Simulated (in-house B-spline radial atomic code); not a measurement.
Computed with a B-spline radial atomic code. Model: two electrons, singlet ground state, non-relativistic, full CI in B-splines with partial waves to l = 8 (at full coupling up to 3e-4 hartree above the limit, correlation up to 0.6 % small), density held at that of full coupling by Lieb maximisation.

Along the adiabatic connection the electron repulsion is scaled by a coupling λ while a local potential keeps the density fixed. At λ = 0 the system is the Kohn-Sham one and W equals the exchange energy; the exchange-correlation energy is the area under W between 0 and 1. The kinetic energy rises with λ as the electrons avoid each other, with dT/dλ = −λ dW/dλ.

Command:
```bash
python run_ac.py task.json out
```
Settings (lengths in bohr, energies in hartree):
```
potential              yukawa
strength               1.42
lmax                   8
second                 0.08
```

Run time, properties included: 33 s on 1 thread of Intel(R) Xeon(R) Processor @ 2.30GHz (shared host).

**W = mean repulsion less Hartree energy, and W of three functionals.**

Given: confinement screened point charge; nuclear charge 1.42; screening of the nucleus 0.08 1/bohr; external potential -Z exp(-k r)/r.

Computed: LDA exchange minus exact 87.119 millihartree; PBE exchange minus exact 1.3998 millihartree.

| coupling | W xc (hartree) | W xc minus exchange (millihartree) | kinetic minus Kohn-Sham (millihartree) | LDA (PW92) W minus its exchange (millihartree) | PBE W minus its exchange (millihartree) | SCAN W minus its exchange (millihartree) |
| --- | --- | --- | --- | --- | --- | --- |
| 0 | -0.65367 | 0 | 0 | 0 | 0 | 0 |
| 0.02 | ? | ? | ? | ? | ? | ? |
| 0.05 | ? | ? | ? | ? | ? | ? |
| 0.12 | -0.66532 | -11.65 | 0.69 | -40.31 | -10.05 | -10.16 |
| 0.25 | -0.67688 | -23.21 | 2.82 | -65.6 | -20.62 | -19.97 |
| 0.4 | -0.68901 | -35.342 | 6.74 | -87.68 | -32.03 | -30.18 |
| 0.6 | -0.70345 | -49.779 | 13.93 | -110.88 | -45.91 | -42.32 |
| 0.8 | -0.71619 | -62.526 | 22.83 | -129.7 | -58.42 | -53.12 |
| 1 | -0.72751 | -73.846 | 33 | -145.59 | -69.72 | -62.81 |
| 1.4 | -0.7467 | -93.029 | 55.88 | -171.42 | -89.38 | -79.59 |
| 2 | -0.76905 | -115.38 | 93.55 | -200.77 | -113.26 | -99.87 |
| 3 | -0.79534 | -141.68 | 158.4 | -235.55 | -143.19 | -125.08 |
| 4.5 | -0.82064 | -166.97 | 251.75 | -270.51 | -174.59 | -150.85 |

(1) What belongs in the row 0.02?

(2) What belongs in the row 0.05?

(3) What is the SCAN exchange minus exact?

**Energy parts, natural occupations and partial-wave weights.**

Computed: total energy -1.0669 hartree; exchange energy -0.65367 hartree; correlation energy -0.040851 hartree; initial slope twice GL2 -0.10132 hartree; kinetic part over minus potential part 0.44681; Kohn-Sham kinetic 1.2362 hartree; Lieb Oxford ratio E_xc over LDA exchange 1.2259.

```json
{"natural": "s", "occupation of the shell (electrons)": "1.9626"}
{"natural": "s", "occupation of the shell (electrons)": "0.021532"}
{"natural": "p", "occupation of the shell (electrons)": "?"}
{"natural": "d", "occupation of the shell (electrons)": "0.00051279"}
{"natural": "p", "occupation of the shell (electrons)": "0.00040637"}
{"natural": "s", "occupation of the shell (electrons)": "0.00025479"}
```

(4) What belongs in the row p?

| wave | weight |
| --- | --- |
| s | 0.99219 |
| p | ? |
| d | 0.00028537 |
| f | 3.6875e-05 |
| g | 8.215e-06 |

(5) What belongs in the row p?

(6) What is the Hartree energy?

(7) What is the kinetic part of the DFT correlation energy?

## Answers

(1) W xc (hartree): -0.65568; W xc minus exchange (millihartree): -2.012; kinetic minus Kohn-Sham (millihartree): 0.02; LDA (PW92) W minus its exchange (millihartree): -10.75; PBE W minus its exchange (millihartree): -1.65; SCAN W minus its exchange (millihartree): -1.79.

(2) W xc (hartree): -0.65864; W xc minus exchange (millihartree): -4.976; kinetic minus Kohn-Sham (millihartree): 0.12; LDA (PW92) W minus its exchange (millihartree): -21.57; PBE W minus its exchange (millihartree): -4.17; SCAN W minus its exchange (millihartree): -4.4.

(3) -6.6972 millihartree.

(4) occupation of the shell (electrons): 0.014514.

(5) weight: 0.0074782.

(6) 1.3073 hartree.

(7) 0.032995 hartree.

Half-way to full coupling W has made 58 % of its drop, against 50 % for a straight line, and second-order (GL2) theory, half the initial slope, overshoots the correlation energy by about 24 %: a moderate bend, as in light atoms. Over couplings 0 to 1 the errors in E_xc come to about +35 millihartree for LDA, +4.6 millihartree for PBE, -0.7 millihartree for SCAN, so SCAN is nearest. In LDA and SCAN the errors of exchange and correlation have opposite signs, so the sum is smaller than the larger of the two.
